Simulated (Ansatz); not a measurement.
A structure relaxed at PBE-D4/def2-SVP in Ansatz, charge 0, singlet:

```xyz
15

Cs   -1.246   -0.291   -2.437
Cs    4.309    3.329    0.027
Cs   -0.331   -4.123    1.204
Ge    1.910   -0.427    1.057
Ge    0.031    2.573    0.392
Ge   -4.102   -1.958    0.251
Br    4.404   -0.063    0.964
Br    1.179    4.795    0.775
Br    1.961   -2.107    2.933
Br   -1.838    3.214   -1.069
Br   -1.978   -0.859    1.136
Br    1.702   -2.099   -0.876
Br   -2.859   -3.553   -1.325
Br   -4.717   -0.284   -1.440
Br    1.575    1.855   -1.591
```

(1) Give its formula.

(2) Summarise the bond lengths by kind (pairs closer than 1.2 times the sum of covalent radii, bridged metal pairs left out).

## Answers

(1) the cluster Cs3Ge3Br9.

(2) 13 × Br–Cs 3.50 to 3.81 Å; 9 × Br–Ge 2.46 to 2.61 Å; 4 × Cs–Ge 4.22 to 4.36 Å.

In the def2 sets Cs takes a core potential; there is no spin–orbit coupling. Single mean-field runs in def2-SVP are fitted with def2-universal-jkfit. Another isomer (singlet) lies 0.04 eV lower at PBE-D4/def2-SVP; other spin states weren't run for this one.
